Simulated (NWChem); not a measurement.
System: HSe₂Cl; SMILES [Se]([SeH])Cl

The following NWChem deck was run.

```
start job
memory heap 200 mb stack 900 mb global 1100 mb
geometry units angstroms noautosym nocenter noautoz
  Se     0.744802     0.554633     0.019823
  Cl    -0.953245     1.966537    -0.003735
  Se    -0.233499    -1.516178     0.039771
  H     -0.368744    -1.676297    -1.424577
end
basis spherical
  * library pcsseg-1
end
dft
  xc xpbe96 cpbe96
  iterations 150
end
property
  shielding
end
task dft property
```

Output (shortened):

```
             Northwest Computational Chemistry Package (NWChem) 7.3.0
             --------------------------------------------------------

                             Geometry "geometry" -> ""
                             -------------------------

 Output coordinates in angstroms (scale by  1.889725989 to convert to a.u.)

  No.       Tag          Charge          X              Y              Z
 ---- ---------------- ---------- -------------- -------------- --------------
    1 Se                  34.0000     0.74480200     0.55463300     0.01982300
    2 Cl                  17.0000    -0.95324500     1.96653700    -0.00373500
    3 Se                  34.0000    -0.23349900    -1.51617800     0.03977100
    4 H                    1.0000    -0.36874400    -1.67629700    -1.42457700

 Effective nuclear repulsion energy (a.u.)     512.2661488843

  pbe96 is a nonlocal functional; adding pw91lda local functional.
                              NWChem Property Module
                              ----------------------

  itol2e modified to match energy
  convergence criterion.

                                 NWChem DFT Module
                                 -----------------

 Summary of "ao basis" -> "ao basis" (spherical)
 ------------------------------------------------------------------------------
       Tag                 Description            Shells   Functions and Types
 ---------------- ------------------------------  ------  ---------------------
 Se                         pcsseg-1                15       41   5s7p3d
 Cl                         pcsseg-1                10       24   4s5p1d
 H                          pcsseg-1                 3        5   2s1p

  itol2e modified to match energy
  convergence criterion.

            General Information
            -------------------
          SCF calculation type: DFT
          Wavefunction type:  closed shell.
          No. of atoms     :     4
          No. of electrons :    86
           Alpha electrons :    43
            Beta electrons :    43
          Charge           :     0
          Spin multiplicity:     1
          Use of symmetry is: off; symmetry adaption is: off
          Maximum number of iterations: 150
          AO basis - number of functions:   111
                     number of shells:    43
          Convergence on energy requested:  1.00D-07
          Convergence on density requested:  1.00D-05
          Convergence on gradient requested:  5.00D-04

              XC Information
              --------------
          PerdewBurkeErnzerhof Exchange Functional  1.000
            Perdew 1991 LDA Correlation Functional  1.000 local
           PerdewBurkeErnz. Correlation Functional  1.000 non-local

             Grid Information
             ----------------
          Grid used for XC integration:  fine
          Radial quadrature: Mura-Knowles
          Angular quadrature: Lebedev.
          Tag              B.-S. Rad. Rad. Pts. Rad. Cut. Ang. Pts.
          ---              ---------- --------- --------- ---------
          Se                  1.15      140          10.0       974
          Cl                  1.00      123          11.0       770
          H                   0.35       60          11.0       590
          Grid pruning is: on
          Number of quadrature shells:   463
          Spatial weights used:  Erf1

      Superposition of Atomic Density Guess
      -------------------------------------

 Sum of atomic energies:       -5258.99760493

      Non-variational initial energy
      ------------------------------

 Total energy =   -5259.450226
 1-e energy   =   -8346.388090
 2-e energy   =    2574.671715
 HOMO         =      -0.241089
 LUMO         =      -0.063954

   convergence    iter        energy       DeltaE   RMS-Dens  Diis-err
 ---------------- ----- ----------------- --------- --------- ---------
 d= 0,ls=0.0,diis     1  -5262.4373007997 -5.77D+03  1.23D-02  4.79D+00
 d= 0,ls=0.0,diis     2  -5262.4033315727  3.40D-02  1.51D-02  6.77D-01
 d= 0,ls=0.0,diis     3  -5262.3171604134  8.62D-02  9.01D-03  1.27D+00
 d= 0,ls=0.0,diis     4  -5262.5106949008 -1.94D-01  2.06D-03  2.91D-02
 d= 0,ls=0.0,diis     5  -5262.5127119489 -2.02D-03  1.25D-03  8.88D-03
  Resetting Diis
 d= 0,ls=0.0,diis     6  -5262.5137757093 -1.06D-03  5.21D-04  2.48D-03
 d= 0,ls=0.0,diis     7  -5262.5141235003 -3.48D-04  3.49D-04  1.31D-04
 d= 0,ls=0.0,diis     8  -5262.5140281418  9.54D-05  2.48D-04  6.84D-04
 d= 0,ls=0.0,diis     9  -5262.5141468982 -1.19D-04  2.92D-05  8.98D-06
 d= 0,ls=0.0,diis    10  -5262.5141479109 -1.01D-06  9.52D-06  9.45D-07
 d= 0,ls=0.0,diis    11  -5262.5141480505 -1.40D-07  2.27D-06  7.84D-08
 d= 0,ls=0.0,diis    12  -5262.5141480627 -1.22D-08  1.12D-07  1.04D-10

         Total DFT energy =    -5262.514148062653
      One electron energy =    -8344.696162422522
           Coulomb energy =     2771.957772195552
    Exchange-Corr. energy =     -202.041906719949
 Nuclear repulsion energy =      512.266148884266

 Numeric. integr. density =       85.999999499349

                       DFT Final Molecular Orbital Analysis
                       ------------------------------------

 Vector   41  Occ=2.000000D+00  E=-2.792565D-01
              MO Center= -6.3D-01,  1.2D+00,  8.8D-03, r^2= 3.5D+00
   Bfn.  Coefficient  Atom+Function         Bfn.  Coefficient  Atom+Function
  ----- ------------  ---------------      ----- ------------  ---------------
    55      0.387954  2 Cl px                58      0.330303  2 Cl px
    56      0.311894  2 Cl py                59      0.276272  2 Cl py
    90      0.183942  3 Se py                87      0.180913  3 Se py
     5     -0.163542  1 Se s                 89      0.160443  3 Se px
    21     -0.138378  1 Se px                86      0.137022  3 Se px

[...]

          -----------------------------------------
          Chemical Shielding Tensors (GIAO, in ppm)
          -----------------------------------------

                                NWChem CPHF Module
                                ------------------

  scftype          =     RHF
  nclosed          =       43
  nopen            =        0
  variables        =     2924
  # of vectors     =        3
  tolerance        = 0.10D-03
  level shift      = 0.00D+00
  max iterations   =       50
  max subspace     =       30

 SCF residual:    6.3197760554065666E-006

Iterative solution of linear equations
  No. of variables     2924
  No. of equations        3
  Maximum subspace       30
        Iterations       50
       Convergence  1.0D-04

   iter   nsub   residual    time
   ----  ------  --------  ---------
     1      3    4.76D-06      44.0

      Atom:    1  Se
        Diamagnetic
   2997.9523     -0.4584      0.0909
     -0.4584   3004.9059     -0.0620
      0.0909     -0.0620   2984.6223

        Paramagnetic
  -1958.9970   -894.5848    -54.3585
   -894.5848  -3037.5588   -117.8956
    -54.3585   -117.8956  -3346.3460

        Total Shielding Tensor
   1038.9552   -895.0432    -54.2675
   -895.0432    -32.6529   -117.9575
    -54.2675   -117.9575   -361.7237

           isotropic =     214.8595
          anisotropy =    1997.2762

          Principal Components and Axis System
                 1           2           3
             1546.3770   -607.9958   -293.8026

      1         0.8698      0.4345     -0.2340
      2        -0.4934      0.7713     -0.4021
      3         0.0058      0.4652      0.8852

      Atom:    2  Cl
        Diamagnetic
   1148.4903     -8.7937      0.2051
     -8.7937   1149.1163     -0.2149
      0.2051     -0.2149   1138.7960

        Paramagnetic
   -278.4534     17.9062     14.9628
     17.9062      6.3668      7.2773
     14.9628      7.2773   -891.2987

        Total Shielding Tensor
    870.0369      9.1125     15.1679
      9.1125   1155.4831      7.0624
     15.1679      7.0624    247.4973

           isotropic =     757.6724
          anisotropy =     597.2459

          Principal Components and Axis System
                 1           2           3
             1155.8364    870.1044    247.0765

      1         0.0323      0.9992     -0.0242
      2         0.9994     -0.0325     -0.0075
      3         0.0083      0.0240      0.9997

      Atom:    3  Se
        Diamagnetic
   2991.3343      5.9968      0.4473
      5.9968   3005.1595      0.4891
      0.4473      0.4891   2994.6014

        Paramagnetic
  -1530.9743    117.4115     29.2710
    117.4115  -1183.0686    112.2415
     29.2710    112.2415  -2272.9551

        Total Shielding Tensor
   1460.3600    123.4083     29.7184
    123.4083   1822.0909    112.7306
     29.7184    112.7306    721.6462

           isotropic =    1334.6991
          anisotropy =     805.9172

          Principal Components and Axis System
                 1           2           3
             1871.9772   1422.3012    709.8188

      1         0.2924      0.9560     -0.0232
      2         0.9510     -0.2932     -0.0983
      3         0.1007     -0.0066      0.9949

      Atom:    4  H
        Diamagnetic
     16.4755      2.5784      3.6957
      2.5784     22.1261      5.9467
      3.6957      5.9467     43.5510

        Paramagnetic
      1.5038      0.4202     -0.9670
      0.4202      2.8585     -0.8570
     -0.9670     -0.8570     -8.4651

        Total Shielding Tensor
     17.9794      2.9985      2.7287
      2.9985     24.9846      5.0897
      2.7287      5.0897     35.0859

           isotropic =      26.0166
          anisotropy =      17.8094

          Principal Components and Axis System
                 1           2           3
               37.8895     23.3321     16.8282

      1         0.1831      0.2617      0.9476
      2         0.3972      0.8621     -0.3148
      3         0.8993     -0.4340     -0.0539
```

Level: PBE/pcSseg-1, GIAO. All runs use the structure optimised with PBE0/def2-SVP. The printed shielding anisotropy is the first printed principal value minus the mean of the other two.
